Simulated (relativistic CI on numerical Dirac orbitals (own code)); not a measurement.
## Transition arrays of Yb XXVII

Computed by Dirac-Coulomb-Breit CI, orbitals from a KLI potential per configuration, model QED (radiative potential, 1s self-energy scaled to tabulated hydrogen-like ionisation energies), valence Slater integrals scaled by 0.9, whole transition arrays (own radial code, finite nucleus).

Configuration list (outside the closed core [Ar] 3d10 4s2): 4p6 4d8, 4p6 4d7 4f, 4p5 4d9, 4p6 4d7 5p, 4p6 4d7 5f. Levels of other configurations are missing.

All E1 lines from the levels of 4p6 4d8; mean and standard deviation are weighted by gf, and upper levels are sorted by their leading configuration.

```
Upper configuration  Lines    Σgf  Mean (eV)  Mean (nm)  σ (eV)  Strongest line (nm)
         4p6 4d7 4f    727  239.4     220.10      5.633    7.11                5.560
            4p5 4d9     54   44.9     232.98      5.322   15.77                5.244
         4p6 4d7 5p    466   34.7     363.45      3.411    6.52                3.400
         4p6 4d7 5f    721   79.2     512.72      2.418    6.23                2.449
```

Σgf per state of the lower configuration in bins of 0.1 nm over the central range (centre: value): 2.35: 0.66, 2.45: 1.09, 3.25: 0.04, 3.35: 0.32, 3.45: 0.37, 3.55: 0.03, 5.15: 0.23, 5.25: 0.50, 5.35: 0.22, 5.55: 2.88, 5.65: 1.97, 5.75: 0.25.

(1) How do configuration mixing and the scaling of the Slater integrals move the arrays?

Results:

(1) Slater scale 0.9, no configuration mixing: 4p6 4d7 4f 217.3 ± 7.7 eV (Σgf 232.2), 4p5 4d9 192.3 ± 24.9 eV (Σgf 37.7), 4p6 4d7 5p 363.7 ± 6.5 eV (Σgf 39.4), 4p6 4d7 5f 512.7 ± 6.2 eV (Σgf 79.7); Slater scale 1: 4p6 4d7 4f 224.6 ± 7.3 eV (Σgf 253.4), 4p5 4d9 237.2 ± 17.8 eV (Σgf 36.4), 4p6 4d7 5p 363.5 ± 6.7 eV (Σgf 34.2), 4p6 4d7 5f 512.8 ± 6.4 eV (Σgf 79.3); Slater scale 0.8: 4p6 4d7 4f 215.9 ± 7.3 eV (Σgf 236.2), 4p5 4d9 230.0 ± 14.7 eV (Σgf 42.6), 4p6 4d7 5p 363.3 ± 6.4 eV (Σgf 35.3), 4p6 4d7 5f 512.6 ± 6.1 eV (Σgf 79.1). With mixing, levels are counted to their leading configuration, so an array can shrink or vanish into another, and the sums then hold other lines.
